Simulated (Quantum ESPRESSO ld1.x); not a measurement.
The numbers below are computed, except where a source is named.
These are the eigenvalues of the occupied orbitals of an atom or ion with whole-number occupations (hartree). Level of theory: scalar-relativistic Kohn-Sham, PBE, spin-unpolarised, spherical densities, point nucleus (ld1.x of Quantum ESPRESSO 7.5).

| orbital | eigenvalue |
|---|---|
| 1s | -3377.62 |
| 2s | -643.699 |
| 2p | -556.972 |
| 3s | -189.186 |
| 3p | -164.374 |
| 3d | -139.657 |
| 4s | -74.2920 |
| 4p | -65.6666 |
| 4d | -56.1140 |
| 4f | -46.1835 |

Which element is it, and in what charge state? The configuration may be excited.

Answer. Z = 83, bismuth, charge +33: Bi33+ in [Kr] 4d10 4f4. The list shows which subshells hold electrons but not how many an open one holds; the 1s level, -3377.6 hartree, gives Z - s = 82.2 by -(Z - s)^2/2, which with screening and relativity narrows Z to a few neighbours, and the depths of the outer levels then fix element, charge and occupations together.
